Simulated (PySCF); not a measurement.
# The 13-electron isoelectronic series, spin-free X2C

All values are computed (PySCF 2.14, energy differences of UHF-based or UKS calculations, no spin-orbit coupling). Each ion has its own even-tempered basis scaled to its charge (18s12p5d4f for the first); frozen: 1s2. Ionisation energies in eV, correlation energies of the ion in mhartree.

```csv
ion,configuration,UHF,LDA,PBE,PBE0,r2SCAN,MP2 (outer shells),CCSD (outer shells),E_corr MP2,"NIST (with spin-orbit, Breit and QED)"
Pd³³⁺,[Ne] 3s2 3p1 (2P),2007.7,2009.4,2010.1,2009.7,2009.7,2008.2,2008.1,-467.5,2016 ± 9 (s)
Ag³⁴⁺,[Ne] 3s2 3p1 (2P),2121.8,2123.6,2124.3,2124.0,2123.9,2122.4,2122.3,-470.5,2131 ± 10 (s)
Cd³⁵⁺,[Ne] 3s2 3p1 (2P),2239.3,2241.0,2241.7,2241.4,2241.3,2239.7,2239.7,-470.4,2250 ± 10 (s)
In³⁶⁺,[Ne] 3s2 3p1 (2P),2359.9,2361.7,2362.5,2362.1,2362.0,2360.4,2360.4,-474.2,2373 ± 11 (s)
Sn³⁷⁺,[Ne] 3s2 3p1 (2P),2483.9,2485.6,2486.4,2486.1,2486.0,2484.4,2484.3,-474.2,2499 ± 11 (s)
Sb³⁸⁺,[Ne] 3s2 3p1 (2P),2611.1,2612.8,2613.7,2613.3,2613.2,2611.6,2611.6,-477.3,2654 ± 4 (t)
Te³⁹⁺,[Ne] 3s2 3p1 (2P),2741.6,2743.3,2744.2,2743.9,2743.7,2742.1,2742.1,-478.3,2788 ± 4 (t)
I⁴⁰⁺,[Ne] 3s2 3p1 (2P),2875.4,2877.1,2878.1,2877.7,2877.5,2875.9,2875.8,-479.1,2926 ± 4 (t)
Cs⁴²⁺,[Ne] 3s2 3p1 (2P),3152.9,3154.7,3155.7,3155.3,3155.1,3153.5,3153.4,-483.2,3214 ± 4 (t)
```

(1) Interpolate the row of Xe⁴¹⁺.

Each ion has its own basis, which adds noise of up to about 0.1 % along the series.

NIST values marked (s) are semi-empirical, (t) theoretical. Open shells are high-spin determinants of the terms that Hund's rules give.

Spin-orbit coupling of the open shells is absent from the calculated values and included in NIST's; it grows fast with Z.

Results:

(1) configuration [Ne] 3s2 3p1 (2P); UHF 3012.5; LDA 3014.2; PBE 3015.2; PBE0 3014.8; r2SCAN 3014.7; MP2 (outer shells) 3013.0; CCSD (outer shells) 3013.0; E_corr MP2 -482.1; NIST (with spin-orbit, Breit and QED) 3068 ± 4 (t).
